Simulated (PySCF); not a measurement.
# What a mistake does to a calculation on AlB2H4O

Calculated results; nothing here was measured. The program is PySCF 2.14.0, an open-source quantum chemistry code, run on an isolated molecule that a program drew, which may never have been made. The molecule is AlB2H4O (charge 0, doublet), drawn as the SMILES string `[BH][AlH][O]B`.

Each row is a Hartree-Fock (HF) and frozen-core CCSD(T) single point in the cc-pV(D+d)Z basis, meant for a local HF minimum. Run 1 is clean. Each other run has one planted mistake out of seven kinds, and not every kind appears here: one electron removed, one electron added, multiplicity raised by two, geometry at a saddle point, minimal basis STO-3G, one bond length entered in bohr, all coordinates scaled. The reference is restricted for singlets and unrestricted otherwise, and also for a bond in bohr. Adding or removing an electron swaps singlet and doublet. Electrons count all cores. HOMO and LUMO are orbital energies over both spins, the gradient is its largest component, and the lowest frequency (negative if imaginary) is given only where the gradient is small. Bond lengths are over the 7 bonds as drawn. T1 is the CCSD diagnostic: over 0.02 (restricted) or 0.045 (unrestricted) a single reference is doubtful.

Geometry of the clean run:
```xyz
8
AlB2H4O, angstrom
B    -0.5709   -3.0620   -1.9263
Al   -0.5829   -3.5370    0.0743
O    -1.3931   -2.5023    1.1410
B    -2.0217   -1.7052    2.0112
H    -0.5528   -2.8010   -3.0855
H     0.1243   -4.8151    0.6545
H    -1.4248   -0.7970    2.5371
H    -3.1866   -1.8922    2.2673
```

```
run  electrons  basis functions  <S^2>  HOMO (eV)  LUMO (eV)  gradient (hartree/bohr)  lowest frequency (cm^-1)  mean bond (Å)  longest bond (Å)      T1  HF (hartree)  CCSD(T) (hartree)                          mistake
  1         35               85  0.759      -8.41       0.80                  1.2e-05                        71         1.4658             2.056  0.0161    -368.49221         -368.93073                         no fault
  2         35               85  1.476      -9.00       0.50                  2.6e-02                         -         1.6169             2.246  0.0511    -368.37838         -368.81080  one bond length entered in bohr
  3         35               28  0.767      -6.06       6.89                  3.6e-02                         -         1.4658             2.056  0.0229    -363.90288         -364.08115             minimal basis STO-3G
  4         35               85  3.762      -8.92      -1.38                  1.7e-02                         -         1.4658             2.056  0.0260    -368.39086         -368.81598                                ?
  5         35               85  0.758      -8.47       0.81                  2.1e-02                         -         1.4189             1.990  0.0151    -368.48411         -368.91890                                ?
```

**Which mistake was planted in run 4, and what did it cost?**

Electrons, basis and geometry are unchanged, and <S^2> is 3.762, beside S(S+1) = 3.75 for a multiplicity of 4. So the mistake is: multiplicity raised by two. Subtracting run 1 and multiplying by 627.51 kcal/mol a hartree, the energy moved by 63.6 kcal/mol in HF and 72.0 kcal/mol in CCSD(T).

**Which mistake was planted in run 5, and what did it cost?**

The mean and the longest bond both change by the same factor, 0.968, and the gradient is no longer small. So the mistake is: all coordinates scaled. Subtracting run 1 and multiplying by 627.51 kcal/mol a hartree, the energy moved by 5.1 kcal/mol in HF and 7.4 kcal/mol in CCSD(T).

Cautions from the logs. Run 2: T1 is over the limit, so its CCSD(T) energy is less reliable.
